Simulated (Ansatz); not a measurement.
Gas-phase electronic energies from Ansatz, PBE0-D4/def2-TZVP geometries. CBS: MP2 limit from def2 TZ/QZ plus the TZ coupled-cluster correction, frozen cores. This one scheme is used for every species. DFT in def2-TZVPP. One conformer a species, not always the lowest.

`C=NC[SiH3]` + H₂ → `C=NC` + SiH₄  (hydrogenolysis of a C–Si bond)

Task: Is it downhill or uphill in electronic energy at CCSD(T)/CBS, and by how much? (Estimate.)

Result: The calculation gave: Downhill: ΔE = -7.0 kcal/mol.

Task: What do these levels give: CAM-B3LYP-D4, PBE, r2SCANh, HF/def2-SVP, HF/def2-QZVPP, MP2/def2-QZVPP? (Best estimate.)

Result: Ansatz gave: CAM-B3LYP-D4 -8.5, PBE -7.7, r2SCANh -7.4, HF/def2-SVP -14.9, HF/def2-QZVPP -13.6, MP2/def2-QZVPP -5.7 kcal/mol.

Largest T1 diagnostic among the species: 0.012.

From BLYP to BHLYP (50 % exact exchange), in def2-TZVPP and without D4, ΔE moves by −1.3 kcal/mol. In def2-TZVPP, CCSD(T) changes the Hartree–Fock value by +5.8 kcal/mol (the triples alone add +1.2 kcal/mol) and MP2 by +7.4 kcal/mol. Leaving LDA and LC-ωPBE aside and taking each functional with its dispersion term where it has one, the values, not all of them listed here, spread over 3.7 kcal/mol, from BHLYP-D4 to revPBE-D4. LDA lies +1.5 kcal/mol from PBE without D4.
